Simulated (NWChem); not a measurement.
# C₂H₄AlClO; SMILES C=[CH][Al]([OH])[Cl]

```xyz
9

Al     0.2101     0.1824     0.1178
Cl    -1.7867     0.4060     0.8053
C      0.6782    -1.1259    -1.2207
C      1.9431    -1.2647    -1.6522
H     -0.0766    -1.7828    -1.6567
H      2.2268    -1.9990    -2.4078
H      2.7581    -0.6511    -1.2714
O      1.4321     1.1842     0.7648
H      1.2375     1.8505     1.4353
```
Atoms are numbered in this order, from 1.

Level: B3LYP/6-31G* (spherical d) (NWChem), optimised geometry, unscaled harmonic frequencies. 

**Question.** List the harmonic frequencies with IR intensities, and the thermochemistry.

**Answer.** 
```csv
frequency (cm⁻¹),IR intensity (km/mol)
64,0.2
103,0.2
181,23.4
218,15.6
293,3.1
349,145.3
465,45.1
482,52.2
644,68.0
690,292.2
883,85.1
1012,29.1
1022,13.9
1064,16.2
1297,1.8
1459,19.8
1658,21.3
3125,17.1
3139,14.9
3208,13.7
3841,73.2
```

```json
{
  "zero_point_energy": "36.0 kcal/mol",
  "thermal correction to the enthalpy at 298.15 K (with zero-point energy)": "41.1 kcal/mol",
  "heat capacity Cv": "23.1 cal/(mol K)",
  "entropy at 298.15 K and 1 atm (symmetry number 1)": "84.7 cal/(mol K)",
  "dipole_moment": "1.31 D"
}
```

Rigid rotor and harmonic oscillator; modes under 100 cm⁻¹ make the entropy uncertain.
